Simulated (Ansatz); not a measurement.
Ansatz (a first-principles code) input for CHS, SMILES [CH][S] (connectivity only; charge and spin as stated), neutral, multiplicity 2, PBE-D3(BJ)/def2-TZVPD. 

Ansatz 0.2 input:
```yaml
crystal:
  periodic: [false, false, false]
  atoms:
    - {symbol: C, position_ang: [-0.14591659, -1.04131835, 0.00000000]}
    - {symbol: S, position_ang: [0.01890454, 0.50664514, 0.00000000]}
    - {symbol: H, position_ang: [0.57302687, -1.85841213, 0.00000000]}
basis:
  gaussian:
    orbitals: def2-TZVPD
hamiltonian:
  xc: pbe
  dispersion: d3bj
magnetization: {spin_polarized: true, initial_magnetization: 1}
relax: {f_tol: 0.002, max_steps: 200}
```

Output:

```
WARN ansatz: RAYON_NUM_THREADS=1 ignored (pool sized by the plan → 1); use --threads N
Functional definition: PBE
integrals: 0.02 GiB planned
518 factors; their error is unknown
mean field: 0.23 GiB planned
mean field evaluation 1: about -11871.2743 eV, gradient 4.4e1 eV
mean field evaluation 2: about -11818.7748 eV, gradient 8.4e1 eV
mean field evaluation 4: about -11880.7340 eV, gradient 5.8e0 eV
mean field evaluation 8: about -11880.9087 eV, gradient 1.3e-1 eV
mean field evaluation 16: about -11880.8989 eV, gradient 3.4e-4 eV
mean field evaluation 32: about -11880.7296 eV, gradient 4.5e0 eV
mean field -11880.89890795 eV, -436.6149817046 hartree, gradient 8.3e-5 eV, S^2 0.753965; 3 other end points of the search recorded, 0 dependent functions left out
the calculation of the forces begins
reference -11880.89895326 eV, -436.6149833699 hartree; 12, 11 occupied and 80, 81 virtual orbitals, 518 factors
relax step   1: F+E_penalty+E_count = -11880.93507899 eV  Δ(F+E_penalty+E_count) = +0.000e0 eV  max|allowed force component| = 4.497e-1 eV/Å  Δτ_max = 0.0000 Å  (82 SCF iters, accepted)
these checks for a lower state are left out or cut short: starts, cluster_reference, orbital_swaps, neighbouring_geometries, increment
integrals: 0.02 GiB planned
518 factors; their error is unknown
mean field: 0.23 GiB planned
mean field -11880.90194834 eV, -436.6150934368 hartree, gradient 2.2e-5 eV, S^2 0.753995; 0 other end points of the search recorded, 0 dependent functions left out
the calculation of the forces begins
reference -11880.90199364 eV, -436.6150951016 hartree; 12, 11 occupied and 80, 81 virtual orbitals, 518 factors
relax step   2: F+E_penalty+E_count = -11880.93810027 eV  Δ(F+E_penalty+E_count) = -3.021e-3 eV  max|allowed force component| = 2.281e-1 eV/Å  Δτ_max = 0.0053 Å  (37 SCF iters, accepted)
these checks for a lower state are left out or cut short: starts, cluster_reference, orbital_swaps, neighbouring_geometries, increment
integrals: 0.02 GiB planned
518 factors; their error is unknown
mean field: 0.23 GiB planned
mean field -11880.90284086 eV, -436.6151262365 hartree, gradient 2.2e-5 eV, S^2 0.754028; 0 other end points of the search recorded, 0 dependent functions left out
the calculation of the forces begins
reference -11880.90288617 eV, -436.6151279015 hartree; 12, 11 occupied and 80, 81 virtual orbitals, 518 factors
relax step   3: F+E_penalty+E_count = -11880.93898151 eV  Δ(F+E_penalty+E_count) = -8.812e-4 eV  max|allowed force component| = 3.320e-2 eV/Å  Δτ_max = 0.0033 Å  (36 SCF iters, accepted)
these checks for a lower state are left out or cut short: starts, cluster_reference, orbital_swaps, neighbouring_geometries, increment
integrals: 0.02 GiB planned
518 factors; their error is unknown
mean field: 0.22 GiB planned
mean field -11880.90298046 eV, -436.6151313665 hartree, gradient 2.2e-5 eV, S^2 0.754022; 0 other end points of the search recorded, 0 dependent functions left out
the calculation of the forces begins
reference -11880.90302576 eV, -436.6151330315 hartree; 12, 11 occupied and 80, 81 virtual orbitals, 518 factors
relax step   4: F+E_penalty+E_count = -11880.93913026 eV  Δ(F+E_penalty+E_count) = -1.488e-4 eV  max|allowed force component| = 6.910e-3 eV/Å  Δτ_max = 0.0038 Å  (37 SCF iters, accepted)
these checks for a lower state are left out or cut short: starts, cluster_reference, orbital_swaps, neighbouring_geometries, increment
integrals: 0.02 GiB planned
518 factors; their error is unknown
mean field: 0.23 GiB planned
mean field evaluation 64: about -11880.9030 eV, gradient 1.8e-5 eV
mean field -11880.90298281 eV, -436.6151314531 hartree, gradient 1.8e-5 eV, S^2 0.754019; 0 other end points of the search recorded, 0 dependent functions left out
the calculation of the forces begins
reference -11880.90302812 eV, -436.6151331180 hartree; 12, 11 occupied and 80, 81 virtual orbitals, 518 factors
relax step   5: F+E_penalty+E_count = -11880.93913453 eV  Δ(F+E_penalty+E_count) = -4.263e-6 eV  max|allowed force component| = 3.735e-4 eV/Å  Δτ_max = 0.0007 Å  (28 SCF iters, accepted)
integrals: 0.02 GiB planned
518 factors; their error is unknown
mean field: 0.23 GiB planned
mean field evaluation 96: about -11879.9946 eV, gradient 7.6e-1 eV
mean field -11880.90298281 eV, -436.6151314531 hartree, gradient 1.7e-5 eV, S^2 0.754019; 4 other end points of the search recorded, 0 dependent functions left out
the calculation of the forces begins
reference -11880.90302812 eV, -436.6151331180 hartree; 12, 11 occupied and 80, 81 virtual orbitals, 518 factors
Total energy: -11880.93917983 eV, -436.6164616689 hartree
Atom 0 at    -0.155275    -1.044280    -0.000000 Å, force     0.000110    -0.000374     0.000000 eV/Å
Atom 1 at     0.021685     0.512457     0.000000 Å, force     0.000028     0.000213    -0.000000 eV/Å
Atom 2 at     0.579604    -1.861263     0.000000 Å, force    -0.000137     0.000161    -0.000000 eV/Å
Dipole moment:     0.180529    -0.079705    -0.000000 e Å
```

Self-consistency was reached.
